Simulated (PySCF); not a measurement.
Computed shifts of a molecule C₃H₇NSi, PBE0/pcSseg-1 (PySCF), GIAO, gas phase, atoms alike by connectivity averaged where their shifts nearly agree, in ppm (number of nuclei): ¹³C: 223.5 (1), 112.7 (1), 97.5 (1). ¹⁵N: 36.7 (1). ²⁹Si: -57.9 (1). ¹H: 6.75 (1), 6.15 (2), 4.79 (3), 1.42 (1). References: ¹³C against TMS (σ = 186.3 ppm); ¹⁵N against NH3 (σ = 267.4 ppm); ²⁹Si against TMS (σ = 352.7 ppm); ¹H against TMS (σ = 31.56 ppm), references at their B3LYP-D3(BJ)/def2-TZVP geometries, non-relativistic. The structure is a stationary point at ωB97X-D3(BJ)/def2-SVP. One conformer was computed; it need not be the lowest.

Task: Which structure fits?
(A) C#CC[SiH2]N
(B) C=C=CN[SiH3]
(C) C=C=C[SiH2]N
(D) C#C[SiH2]NC

Result: B, C=C=CN[SiH3]
